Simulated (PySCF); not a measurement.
C₂H₅GeOS (charge -1).
Bonds: C1–C2 (double), C2–S3, C2–O4, O4–Ge5. Hydrogens: H6, H7 on C1; H8, H9, H10 on Ge5.

Level of theory: PBE0-D3(BJ)/def2-SVP geometry optimisation, gas phase in PySCF 2.14.0.

Task: What internal coordinates does the optimisation give?

Result: 
```json
{"bond": "C1=C2", "length (Å)": "1.355"}
{"bond": "C2–S3", "length (Å)": "1.742"}
{"bond": "C2–O4", "length (Å)": "1.362"}
{"bond": "O4–Ge5", "length (Å)": "1.839"}
{"bond": "C1–H6", "length (Å)": "1.090"}
{"bond": "C1–H7", "length (Å)": "1.093"}
{"bond": "Ge5–H8, Ge5–H10", "length (Å)": "1.552"}
{"bond": "Ge5–H9", "length (Å)": "1.586"}
```

Bonds in one row agree within 0.01 Å and their mean is given. A selection of angles:
```json
{"angle": "C2–C1–H6", "degrees": "120.6"}
{"angle": "C2–C1–H7", "degrees": "119.8"}
{"angle": "H6–C1–H7", "degrees": "119.6"}
{"angle": "C1–C2–S3", "degrees": "128.2"}
{"angle": "C1–C2–O4", "degrees": "119.5"}
{"angle": "S3–C2–O4", "degrees": "112.3"}
{"angle": "C2–O4–Ge5", "degrees": "110.9"}
{"angle": "O4–Ge5–H8", "degrees": "120.5"}
{"angle": "O4–Ge5–H9", "degrees": "92.1"}
{"angle": "O4–Ge5–H10", "degrees": "120.9"}
{"angle": "H8–Ge5–H9", "degrees": "101.6"}
{"angle": "H8–Ge5–H10", "degrees": "112.6"}
```

Dihedral angles: C1–C2–O4–Ge5 180° (antiperiplanar).

C2 (vinylic carbon bearing oxygen) is planar (angles 128.2°, 119.5° and 112.3°, sum 360.0°, 0.00 Å off the plane of its three neighbours). O4 (oxygen bonded to C and Ge) is bent (angle 110.9°). Ge5 (germanium bonded to O and 3 H) has angles from 92.1° to 120.9°. The 5 heavy atoms lie in one plane (0.002 Å rms). C1 (carbon bonded to C and 2 H) is planar (angles 120.6°, 119.8° and 119.6°, sum 360.0°, 0.00 Å off the plane of its three neighbours). Of the pairs four or more bonds apart, S3···H10 is among the closest relative to their van der Waals radii: 3.09 Å, 103 % of the sum of Bondi's values.

Point group: Cs (every atom within 0.08 Å of its image). Stationary, but not proved a minimum.

Hardware: Arm Neoverse V1, one thread, shared host. Cost: 50 s of wall time. These figures are those of the optimisation.

One conformer stands for the species.
